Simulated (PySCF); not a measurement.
Cd(OMe)(NH2) (CH5CdNO), SMILES C[O][Cd][NH2]. The structure is a stationary point at B3LYP-D3(BJ)/def2-SVP. The structure was generated by enumeration; whether it is a known compound was not checked. The def2 effective core potentials stand for the cores of Cd; spin–orbit coupling is left out. The values are those of a single conformer.

Problem. Give the equilibrium geometry at B3LYP-D3(BJ)/def2-SVP (PySCF confirms it by a frequency run) as a Z-matrix, and its point group. (An estimate is asked for; the answer gives what the named calculation found.)

Solution. One answer among several that fit: point group Cs.
```
Cd
O 1 1.9790
C 2 1.3991 1 123.22
H 3 1.1077 2 109.01 1 180.00
H 3 1.1114 4 106.44 2 -123.21
H 3 1.1114 4 106.44 5 -113.57
N 1 2.0154 3 155.06 4 180.00
H 7 1.0219 1 112.18 3 120.37
H 7 1.0219 8 106.06 1 -122.79
```
